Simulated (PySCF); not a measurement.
Two-component Hartree-Fock for Hf³⁺ (hafnium, charge +3)

Start: [Xe] 4f14 6p1; 6p3/2 filled at m_j = +3/2. Calculated with PySCF 2.14 in x2c-TZVPall-2c with one added diffuse shell each of s, p, d type (12s12p11d2f, 117 functions): generalised Hartree-Fock with the X2C-1e Hamiltonian and a Gaussian nucleus; spin-orbit coupling (SO) screened by Boettger's factors. This is a chosen level, not necessarily the ground level.

| spinor shell | electrons | ε, screened SO (eV) | weight of nominal j (screened SO) | rms radius, screened SO (bohr) |
| --- | --- | --- | --- | --- |
| 1s1/2 | 2 | -65706.1 | 1.000 | 0.0215 |
| 2s1/2 | 2 | -11399.0 | 1.000 | 0.0869 |
| 2p1/2 | 2 | -10868.3 | 1.000 | 0.0740 |
| 2p3/2 | 4 | -9670.9 | 1.000 | 0.0812 |
| 3s1/2 | 2 | -2681.4 | 1.000 | 0.222 |
| 3p1/2 | 2 | -2446.3 | 1.000 | 0.214 |
| 3p3/2 | 4 | -2185.1 | 1.000 | 0.228 |
| 3d3/2 | 4 | -1791.6 | 1.000 | 0.202 |
| 3d5/2 | 6 | -1735.1 | 1.000 | 0.206 |
| 4s1/2 | 2 | -596.45 | 1.000 | 0.498 |
| 4p1/2 | 2 | -498.77 | 1.000 | 0.508 |
| 4p3/2 | 4 | -438.50 | 1.000 | 0.541 |
| 4d3/2 | 4 | -277.35 | 1.000 | 0.571 |
| 4d5/2 | 6 | -266.00 | 1.000 | 0.583 |
| 5s1/2 | 2 | -112.25 | 1.000 | 1.21 |
| 5p1/2 | 2 | -80.922 | 1.000 | 1.33 |
| 5p3/2 | 4 | -72.397 | 1.000 | 1.43 |
| 4f5/2 | 6 | -64.432 | 1.000 | 0.736 |
| 4f7/2 | 8 | -62.733 | 1.000 | 0.740 |
| 6p3/2 | 1 | -23.003 | 1.000 | 3.76 |

```
   quantity   screened SO
E (hartree)  -15080.94815
        M_J           3/2
       ⟨J²⟩         3.750
       ⟨L²⟩         2.106
       ⟨S²⟩         0.856
```

Each row is a mean over spinors that exchange with the open shell spreads, by up to 0.459 eV (5p3/2).

Breit and QED terms are absent; they matter most for the inner s and p1/2 levels.

Densities and radii are taken from the X2C orbitals without a picture-change correction, which distorts them close to the nucleus.
